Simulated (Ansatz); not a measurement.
The cluster Li2Te, relaxed as a triplet with UKS PBE-D4/def2-TZVP in Ansatz, starting from the PBE-D4/def2-TZVP geometry of the neutral singlet. Force threshold 0.02 eV/Å.

In the def2 sets Te takes a core potential; there is no spin–orbit coupling. At PBE-D4/def2-TZVP a singlet of charge 0 lies 1.56 eV below the triplet, each at its own geometry. The structure comes from a short search, and lower isomers may exist.

Start:

```
atom   x (Å)   y (Å)   z (Å)
 Li1   1.111  -0.329   1.533
 Li2  -1.118  -0.723  -1.386
 Te3   0.007   1.051  -0.148
```

| step | energy (eV) | largest force component (eV/Å) | SCF passes |
| --- | --- | --- | --- |
| 1 | -7701.2461 | 0.900 | 34 |
| 2 | -7701.4368 | 0.168 | 36 |
| 3 | -7701.5274 | 0.217 | 36 |
| 4 | -7701.6099 | 0.162 | 35 |
| 5 | -7701.6162 | 0.141 | 35 |
| 6 | -7701.6280 | 0.052 | 37 |
| 7 | -7701.6306 | 0.003 | 34 |

Force components are those of the run's own axes.

End:

```xyz
3

Li    0.8436   -0.6003    1.2171
Li   -0.8542   -0.9003   -1.0065
Te    0.0106    1.5006   -0.2106
```

By distances, no bond broke or formed, bridged metal pairs apart. The bond that changes most is Li2–Te3, from 2.44 to 2.67 Å (atoms count from 1). Metal–metal contacts that move far: Li1–Li2 3.69 to 2.81 Å.

No frequencies were taken in this run, so the end may be a saddle point.

Run time 6.5 s (4 threads of Arm Neoverse V2 on a shared host).
